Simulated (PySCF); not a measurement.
**Structure from NMR data**

The spectra below were simulated for a compound C12H8.

1H NMR (600 MHz, computed): δ 7.94 (d, 2H), 7.67 (m, 2H), 7.64 (m, 1H), 6.50 (d, 1H), 3.47 (d, 1H), 3.38 (s, 1H).

13C{1H} NMR (computed): δ 143.4, 142.6, 135.0, 134.0 (2C), 132.3 (2C), 122.6, 100.0, 98.5, 87.2, 86.4.

[PySCF 2.14.0 with density-fitted response routines: geometry from GFN2-xTB; GIAO PBE0/pcSseg-1 shieldings; no solvent model; non-relativistic Hamiltonian; one computed conformer; equivalent nuclei averaged]

Shifts are taken against calculated references (same method and geometry level): 1H and 13C vs TMS.

Which of these isomers gave the spectra?
A. c1ccc2c(c1)-c1ccccc1-2
B. C#C/C=C(\C#C)c1ccccc1
C. C#Cc1ccc2cccccc1-2

Answers

B. 

Rings plus π bonds: 9 (1 ring in the answer). 10 carbon signals for 12 carbons: some carbons are equivalent by symmetry or fast rotation. Carbon types of the structure: 4 × C, 8 × CH, which accounts for all hydrogens. δC 143.4: fully substituted alkene carbon; an sp2 carbon of a C=C bond. δC 135.0, 134.0, 132.3: aromatic CH; the aromatic region. δC 122.6: alkene CH; an sp2 carbon of a C=C bond. δC 100.0, 98.5: terminal alkyne carbon; sp carbons lie upfield of alkene carbons because the cylindrical π system leaves one tensor component strongly shielded. δC 87.2, 86.4: alkyne carbon; the triple bond shields along its axis, which puts it between sp3 and sp2 carbons.

The others: C#Cc1ccc2cccccc1-2 would give 12 carbon signals, not 10; c1ccc2c(c1)-c1ccccc1-2 would give 3 carbon signals, not 10.

Shifts are as computed. Against solution values, carbons near 30 ppm lie about +3 ppm off and those near 130 ppm about +5 ppm. Of 1211 compounds with measured shifts, 218 miss one by over three times the rms of a fit or turn the order of signals round; such compounds aren't used in these exercises. Multiplicities follow the n + 1 count of equivalent neighbours, as no J values were calculated; m marks all less simple cases, F and P coupling included.
